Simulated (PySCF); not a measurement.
Species: C6H6FP.
Bonds: C1–C2, C2–C3 (aromatic), C3–P4 (aromatic), P4–C5 (aromatic), C5–C6 (aromatic), C6–C7 (aromatic), C7–F8, C2–C7 (aromatic). Hydrogens: H9, H10, H11 on C1; H12 on C3; H13 on C5; H14 on C6.

Computed with PySCF at PBE0/def2-SVPD, non-relativistic, on one gas-phase PBE0-D3(BJ)/def2-SVP geometry that isn't relaxed in the solvent. The solvent is an IEF-PCM continuum (cavity from Bondi-type radii × 1.2), and excitations are vertical TDDFT with non-equilibrium linear response and a frozen core. Only the electrostatic response of the medium enters.

Gas-phase singlets (H = HOMO, L = LUMO):

```csv
state,E (eV),λ (nm),f,leading configurations
S1,4.733,262,0.015,"H→L+1 63%, H-1→L 33%"
S2,5.123,242,0.106,"H→L 85%, H-1→L+1 10%"
S3,5.182,239,0.017,H-2→L 99%
S4,5.416,229,0.000,H-2→L+1 99%
S5,6.004,207,0.298,"H-1→L 62%, H→L+1 29%"
```

**Question.** What are the lowest 5 singlets in chloroform (ε = 4.711)?

**Answer.** 
| state | E (eV) | λ (nm) | f | leading configurations | change by rank (eV) |
| --- | --- | --- | --- | --- | --- |
| S1 | 4.734 | 262 | 0.020 | H→L+1 60%, H-1→L 34% | +0.001 |
| S2 | 5.024 | 247 | 0.172 | H→L 87% | -0.099 |
| S3 | 5.169 | 240 | 0.023 | H-2→L 99% | -0.013 |
| S4 | 5.512 | 225 | 0.000 | H-2→L+1 99% | +0.096 |
| S5 | 5.849 | 212 | 0.417 | H-1→L 62%, H→L+1 32% | -0.155 |

**Question.** How do the frontier levels move from gas to chloroform?

**Answer.** 
| orbital | gas (eV) | solvent (eV) | change (eV) |
| --- | --- | --- | --- |
| LUMO+2 | 0.68 | 0.79 | +0.11 |
| LUMO+1 | -1.01 | -0.94 | +0.07 |
| LUMO | -1.42 | -1.42 | 0.00 |
| HOMO | -6.96 | -6.96 | 0.00 |
| HOMO-1 | -7.82 | -7.76 | +0.06 |
| HOMO-2 | -7.88 | -7.91 | -0.03 |
| HOMO-3 | -9.49 | -9.39 | +0.10 |

The HOMO–LUMO gap goes from 5.54 to 5.54 eV.

Hardware: one thread of an Intel Xeon Platinum 8559C, no GPU, on a shared host. Cost: 26 s, 1.0 GiB resident at most. This is the whole response run at PBE0/def2-SVPD in chloroform, SCF included.
